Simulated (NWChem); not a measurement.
Species: BeNH2Br; SMILES [Be]([Br])[NH2]

```xyz
5

Be     0.0000     0.0000    -1.1375
Br     0.0000     0.0000     0.8411
N      0.0000     0.0000    -2.6358
H      0.0000    -0.8281    -3.2184
H      0.0000     0.8281    -3.2184
```
Atoms are numbered in this order, from 1.

All runs: NWChem. All runs use the structure optimised with B3LYP/6-31G* (spherical d).

For level OLYP/def2-SVP:

```yaml
orbital gap (eV): 5.16
```

### Question
How do the values read with level revPBE/def2-SVP instead?

### Answer
The orbital gap (eV) comes out as 5.36.
